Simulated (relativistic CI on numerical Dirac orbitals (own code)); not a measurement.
# Hyperfine structure of Ni XIV, mass number 61

Calculated at this level of theory: Dirac-Coulomb-Breit CI, separate exchange-only KLI orbitals for each configuration, model QED, unscaled Slater integrals (own radial code, finite nucleus).

Configuration list (outside the closed core [Ne]): 3s2 3p3, 3s 3p4, 3s2 3p2 3d, 3p5, 3s 3p3 3d, 3p4 3d, 3s 3p2 3d2, 3s2 3p2 4s, 3s2 3p 3d 4p, 3p4 4s, 3s2 3p2 4p, 3p4 4p, 3s 3p2 3d 4s, 3s2 3p 3d2, 3s2 3d3, 3s 3p 3d3, 3s2 3d2 4s, 3s2 3d2 4p, 3p3 3d2, 3p2 3d3, 3p2 3d2 4s, 3p2 3d2 4p, 3s2 3p 3d 4s, 3s 3p 3d2 4s, 3s2 3d 4s2, 3s2 3d 4s 4p. Double excitations out of closed p, d and f shells are left out; levels of such configurations are missing from the list, as are those of other unlisted configurations, and high levels can miss mixing partners.

Nuclear spin I = 3/2, μ = -0.74965 μN, Q = 0.162 b (tables of Stone and Pyykkö). The electronic factors are computed for point nuclear moments, without core polarisation or the Bohr-Weisskopf and QED corrections.

```csv
Level,E (cm⁻¹),A (MHz),B (MHz)
3s2 3p3 2D°_3/2,49451,-2923,1630
3s2 3p3 2D°_5/2,57238,-5516,-10.1
3s2 3p3 2P°_1/2,89189,-15400,
3s2 3p3 2P°_3/2,100451,-3157,-1700
3s 3p4 4P_5/2,315739,-12080,1520
3s 3p4 4P_3/2,330104,-10790,-1270
3s 3p4 4P_1/2,336079,-24900,
3s 3p4 2D_3/2,394808,2718,-2240
```

Levels with J = 0, under 50 % of one LS term, or S terms without an open s electron are left out. Small factors come from cancelling terms and can be off by tens of per cent or more.

At this charge energies of transitions that change n are usually good to better than 1 %, and those within a shell (Δn = 0) to a few per cent.

Task: Give the hyperfine levels of 3s2 3p3 2D°_5/2 relative to its centre of gravity.

Result: With K = F(F + 1) − I(I + 1) − J(J + 1), E = AK/2 + B[¾K(K + 1) − I(I + 1)J(J + 1)]/[2I(2I − 1)J(2J − 1)]: F = 1: 28950, F = 2: 17930, F = 3: 1384, F = 4: -20690 MHz.

LS names give the leading component of a level, which can be under half, so a name can repeat, a term be missing and a line seem to break the LS rules.
